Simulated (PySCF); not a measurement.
**Does the structure fit the spectrum?**

A compound C8H7O2P gives the data below (simulated from a calculation) and was assigned the structure `CC(=O)c1ccc(C=O)cp1`.

13C{1H} NMR (computed): δ 197.1 (CH, 2C), 178.8 (C, 2C), 148.2 (CH, 2C), 146.1 (C), 25.5 (CH3).

1H NMR (300 MHz, computed): δ 10.28 (m, 2H), 8.13 (m, 2H), 2.81 (s, 3H).

[PySCF: NMR shieldings at PBE0/pcSseg-1/GIAO; GFN2-xTB structure; one averaged value for each set of equivalent atoms; relativity neglected; one conformer; gas phase]

δ = σ(ref) − σ, references computed at the same level: 1H, 13C against TMS.

Q: Compare with the shifts computed for the proposed structure, pairing carbons in order of shift.

A: Atom-mapped SMILES (the numbers label the heavy atoms): `[CH3:1][C:2](=[O:3])[c:4]1[cH:5][cH:6][c:7]([CH:8]=[O:9])[cH:10][p:11]1` (H(Xn): hydrogen on atom n).

```
atom  computed for proposal  given list  difference
  C2                  200.6       197.1        +3.5
  C8                  195.9       197.1        -1.2
  C4                  177.1       178.8        -1.7
 C10                  165.1       178.8       -13.7
  C7                  142.6       148.2        -5.6
  C5                  142.4       148.2        -5.8
  C6                  140.8       146.1        -5.3
  C1                   31.5        25.5        +6.0
```

The rms difference is 6.4 ppm and the largest -13.7 ppm at C10 (aromatic CH). The proposal also would give 8 carbon signals, not 5. The carbon types in order of shift don't match either: C, CH, C, CH, C, CH, CH, CH3 for the proposal against CH, CH, C, C, CH, CH, C, CH3 in the data. The proposal doesn't fit.

Q: Which isomer fits?

A: SMILES Cc1cc(C=O)pc(C=O)c1.

1. δC 197.1: aldehyde carbonyl carbon; low-lying n→π* states of the double bond to the heteroatom give a large paramagnetic term (-254 ppm).
2. δC 178.8, 146.1: substituted aromatic carbon.
3. δC 148.2: aromatic CH.
4. δH 10.28: hydrogen on an aldehyde carbonyl carbon; the C=O anisotropy and electron withdrawal place aldehyde protons far downfield.

The data come from this structure; uniqueness wasn't tested.

Splittings by 31P in the carbon and heteronuclear signals aren't shown, as no couplings were computed. Shifts are as computed. Against solution values, carbons near 30 ppm lie about +3 ppm off and those near 130 ppm about +5 ppm. Of 1211 compounds with measured shifts, 218 miss one by over three times the rms of a fit or turn the order of signals round; such compounds aren't used in these exercises. Multiplicities follow the n + 1 count of equivalent neighbours, as no J values were calculated; m marks all less simple cases, F and P coupling included.
